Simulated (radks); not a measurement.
Task: Sb22+, 29 electrons, occupied as [Ar] 3d10 4s1 (the NIST ground configuration). All-electron calculation, Dirac Kohn-Sham, BLYP, spin-unpolarised, spherical densities, finite nucleus; Fermi nuclear charge, rms radius 4.6802 fm. Program: a radial shooting solver on a logarithmic mesh with Libxc functionals. Some entries of the table are withheld. Estimate them.

orbital,occ.,eigenvalue (hartree),<1/r> (bohr^-1),<r> (bohr)
1s1/2,2,(1),54.33,0.02842
2s1/2,2,-193.4222,(2),0.1220
2p1/2,2,-182.6523,12.63,0.1030
2p3/2,4,-173.3579,11.72,0.1085
3s1/2,2,-55.96593,4.548,0.3256
3p1/2,2,-51.57046,4.464,0.3152
3p3/2,4,-49.79384,4.243,0.3258
3d3/2,4,(3),(4),0.2948
3d5/2,6,(5),(6),0.2981
4s1/2,1,-24.99218,(7),0.6849

Result: 
(1) 1s1/2 eigenvalue (hartree): -1137.752
(2) 2s1/2 <1/r> (bohr^-1): 12.65
(3) 3d3/2 eigenvalue (hartree): -42.10430
(4) 3d3/2 <1/r> (bohr^-1): 4.105
(5) 3d5/2 eigenvalue (hartree): -41.72710
(6) 3d5/2 <1/r> (bohr^-1): 4.048
(7) 4s1/2 <1/r> (bohr^-1): 2.101
